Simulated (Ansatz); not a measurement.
`[SiH]N([SiH3])[SiH3]` + CH₃SH → `CS[SiH]` + `[SiH3]N[SiH3]` at 700 K and 1 bar (ligand exchange at the Si–N bond).

Computed with Ansatz on PBE0-D4/def2-TZVP structures; ΔE is electronic, products minus reactants. CCSD(T)/CBS is the MP2 limit (def2-TZVPP, def2-QZVPP) plus CCSD(T) − MP2 in def2-TZVPP, frozen cores. This one scheme is used for every species.

```json
{"species": "`[SiH]N([SiH3])[SiH3]`", "CCSD(T)/CBS energy (Eh)": "-926.15926", "H − E (kJ/mol)": "253.9", "S (J/(mol·K))": "479.3"}
{"species": "CH₃SH", "CCSD(T)/CBS energy (Eh)": "-438.22835", "H − E (kJ/mol)": "160.2", "S (J/(mol·K))": "309.0"}
{"species": "`CS[SiH]`", "CCSD(T)/CBS energy (Eh)": "-727.28803", "H − E (kJ/mol)": "174.1", "S (J/(mol·K))": "371.9"}
{"species": "`[SiH3]N[SiH3]`", "CCSD(T)/CBS energy (Eh)": "-637.10515", "H − E (kJ/mol)": "245.6", "S (J/(mol·K))": "444.2"}
```

H − E and S are ideal-gas, rigid-rotor, harmonic terms from PBE0-D4/def2-TZVP. 1 Eh = 2625.50 kJ/mol, R = 8.31446 J/(mol·K).

Question: By hand: ΔE, ΔH, ΔS and ΔG.

Answer: ΔE = (-727.28803) + (-637.10515) − (-926.15926) − (-438.22835) = -0.00557 Eh = -14.6 kJ/mol. Δ(H − E) = 174.1 + 245.6 − 253.9 − 160.2 = 5.6, so ΔH = -9.0 kJ/mol. ΔS = 371.9 + 444.2 − 479.3 − 309.0 = 27.8 J/(mol·K). ΔG = -9.0 − 700 × (27.8)/1000 = -28.5 kJ/mol.

Question: By hand: the equilibrium constant, and the temperature at which ΔG would vanish if ΔH and ΔS stayed fixed.

Answer: log₁₀ K = −ΔG/(RT ln 10) = 2.1. ΔH and −TΔS have one sign here, so there is no such temperature.

TΔS isn't small against ΔH here. A doubt of 5 kJ/mol in ΔE shifts log₁₀ K by 0.4 here. Modes under 60 cm⁻¹, often nearly free rotors, make the harmonic entropy too high. These are equilibria of isolated gas molecules and say nothing of rates. Largest T1 diagnostic: 0.016 (customary marks: 0.02 for closed shells, 0.045 for open ones).
